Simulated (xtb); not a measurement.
B(F)(I)(OH) (BFHIO), SMILES B(I)(F)O. All values are semi-empirical tight-binding results from xtb (GFN2-xTB unless named), good for trends rather than for accurate numbers. Geometry: GFN2-xTB. Other conformers were not sampled.

```json
{
 "point_group_as_xtb_finds_it": "Cs",
 "orbital_gap": "5.47 eV",
 "zero_point_energy": "13.1 kcal/mol",
 "G − E(el) at 298.15 K (modified RRHO)": "-5.3 kcal/mol",
 "static polarisability (D4 model)": "53.3 bohr³",
 "solvation energy, GFN2-xTB/ALPB(water)": "-7.0 kcal/mol",
 "solvation energy, GFN2-xTB/ALPB(toluene)": "-4.6 kcal/mol"
}
```
